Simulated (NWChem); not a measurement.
Species: AlCl2, doublet; SMILES [Cl][Al][Cl]

```xyz
3

Al     0.0000     0.0000     0.7629
Cl     1.8385     0.0000    -0.3067
Cl    -1.8385     0.0000    -0.3067
```
Atoms are numbered in this order, from 1.

Level: PBE-D3(BJ)/def2-SVP, spin-unrestricted (NWChem), optimised geometry, unscaled harmonic frequencies. In the optimisation the excess spin sits in a1 (C2v, its own frame). The spin multiplicity was typed, not searched, and may not be the lowest.

**Question.** List the harmonic frequencies with IR intensities, and the thermochemistry.

**Answer.** 
```tsv
frequency (cm⁻¹)	IR intensity (km/mol)
141	6.8
445	38.2
568	129.7
```

The zero-point energy is 1.6 kcal/mol, the thermal correction to the enthalpy at 298.15 K (with zero-point energy) is 4.7 kcal/mol and the heat capacity Cv is 10.3 cal/(mol K). The entropy at 298.15 K and 1 atm (symmetry number 2, electronic part: spin degeneracy alone) comes out as 69.3 cal/(mol K) and the dipole moment comes out as 1.34 D.

Rigid rotor and harmonic oscillator.
